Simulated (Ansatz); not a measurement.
Calculated with Ansatz (gas phase, PBE0-D4/def2-TZVP geometries, no zero-point term in ΔE). CCSD(T)/CBS adds triple-zeta CCSD(T) − MP2 to the extrapolated MP2 energy (def2 sets, frozen cores). This one scheme is used for every species. DFT in def2-TZVPP. Triplets are unrestricted, without spin–orbit coupling. For Br outer-core shells are correlated without core-valence functions, which leaves a few kJ/mol of doubt a bond. Scalar relativity is left out up to krypton. One conformer a species, not always the lowest.

`COB(Br)OC` → `[CH2]` (triplet) + `COB(O)Br`  (formal loss of a carbene)

`COB(Br)OC`:

```xyz
12

C     1.666    0.302    1.355
O     0.988    1.230    0.524
B    -0.033    0.822   -0.248
Br   -0.890    2.173   -1.346
O    -0.438   -0.463   -0.254
C    -1.503   -0.962   -1.039
H     2.442    0.851    1.885
H     0.981   -0.149    2.077
H     2.122   -0.493    0.761
H    -1.583   -2.029   -0.832
H    -1.309   -0.811   -2.103
H    -2.443   -0.470   -0.779
```

`[CH2]` (triplet):

Z-matrix (Å, degrees):
```
C
H 1 1.079
H 1 1.079 2 134.9
```

`COB(O)Br`:

Cartesian coordinates in Å:
```
C -0.430 -1.299 0.531
O 0.612 -0.432 0.133
B 0.435 0.807 -0.340
O 1.517 1.536 -0.685
Br -1.352 1.582 -0.540
H -1.107 -1.506 -0.301
H -1.004 -0.869 1.355
H 0.033 -2.228 0.860
H 1.297 2.410 -1.013
```

| species | PBE-D4 energy (Eh) |
| --- | --- |
| `COB(Br)OC` | -2828.81308 |
| `[CH2]` (triplet) | -39.10563 |
| `COB(O)Br` | -2789.55926 |

Task: Work out ΔE.

Result: ΔE = (-39.10563) + (-2789.55926) − (-2828.81308) = 0.14819 Eh = +4.03 eV. CCSD(T)/CBS gives +3.97 eV.

Largest T1 diagnostic among the species: 0.011.

From r2SCAN to r2SCAN0 (25 % exact exchange), in def2-TZVPP and without D4, ΔE moves by −0.05 eV. In def2-TZVPP, CCSD(T) changes the Hartree–Fock value by +1.33 eV (the triples alone add +0.11 eV) and MP2 by +1.41 eV. Leaving LDA and LC-ωPBE aside and taking each functional with its dispersion term where it has one, the values, not all of them listed here, spread over 0.44 eV, from r2SCAN0-D4 to ωB97X-V. LDA lies +0.74 eV from PBE without D4.
